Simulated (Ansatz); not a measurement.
Cost and result for the atomization energy of `[SiH3]OC[SiH2]S` (13 atoms, 12 bonds).

```xyz
13

Si   -1.859   -0.604   -1.179
O    -0.608   -0.444   -0.118
C     0.573    0.264   -0.475
Si    1.723    0.250    1.021
S     0.742    1.136    2.694
H    -1.417   -1.333   -2.400
H    -2.366    0.734   -1.591
H    -2.911   -1.366   -0.469
H     0.340    1.299   -0.759
H     1.068   -0.208   -1.336
H     2.927    1.079    0.757
H     2.125   -1.153    1.299
H    -0.338    0.345    2.556
```

Charge 0, multiplicity 1. The structure was optimised at the PBE0-D4/def2-TZVP level. It is one conformer, not always the lowest. Program: Ansatz. All runs use 4 threads of a server CPU on a shared host. Times are those of one run each, without the atoms' runs, and a repeat can differ threefold. Electronic energies, without spin–orbit coupling; frozen cores. CCSD(T)/CBS adds CCSD(T) − MP2 in def2-TZVPP to the MP2 limit, and its time is that of the two runs behind it. T1 = 0.012. B3LYP takes the VWN-RPA correlation (the form of Gaussian; ORCA's B3LYP/G).

CCSD(T)/CBS is a level of theory with its own doubt, some kJ/mol a heavy atom from the limit and from the frozen cores, so smaller differences don't rank the functionals.

| level | functions | wall time | atomization (kcal/mol) | difference from CCSD(T)/CBS | per bond |
| --- | --- | --- | --- | --- | --- |
| LDA (SPW92)/def2-TZVPP | 300 | 2.2 s | 1164.4 | 128.0 | 10.7 |
| revPBE-D4/def2-TZVPP | 300 | 3.5 s | 1016.0 | -20.4 | -1.7 |
| PBE0-D4/def2-TZVPP | 300 | 6 s | 1025.1 | -11.3 | -0.9 |
| BHLYP-D4/def2-TZVPP | 300 | 6.5 s | 1011.5 | -24.9 | -2.1 |
| CAM-B3LYP-D4/def2-TZVPP | 300 | 7 s | 1036.8 | 0.4 | 0.0 |
| r2SCAN-D4/def2-TZVPP (with forces) | 300 | 8.5 s | 1034.5 | -1.9 | -0.2 |
| CCSD(T)/def2-SVP | 122 | 9 s | 963.3 | -73.1 | -6.1 |
| B3LYP-D4/def2-TZVPP (with forces) | 300 | 10 s | 1031.9 | -4.5 | -0.4 |
| B2PLYP/def2-TZVPP | 300 | 11 s | 1019.1 | -17.3 | -1.4 |
| ωB97M-V/def2-TZVPP (with forces) | 300 | 21 s | 1038.3 | 1.9 | 0.2 |
| MP2/def2-QZVPP | 564 | 54 s | 1031.4 | -5.0 | -0.4 |
| CCSD(T)/def2-TZVPP | 300 | 7.1 min | 1007.7 | -28.7 | -2.4 |
| CCSD(T)/CBS(def2) | – | 8 min | 1036.4 | 0.0 | 0.0 |

From PBE to PBE0 (25 % exact exchange), in def2-TZVPP and without D4, the atomization energy moves by −9.5 kcal/mol: exact exchange takes away binding that semilocal exchange gives to molecules. In def2-TZVPP, CCSD(T) changes the Hartree–Fock value by +245.1 kcal/mol (the triples alone add +12.7 kcal/mol) and MP2 by +251.7 kcal/mol; breaking electron pairs costs correlation energy, which Hartree–Fock lacks. At CCSD(T), def2-SVP lies −73.1 kcal/mol from the extrapolated value and def2-TZVPP −28.7 kcal/mol: correlation converges slowly with the basis, and small sets miss more of it in the bonded molecule than in its fragments.
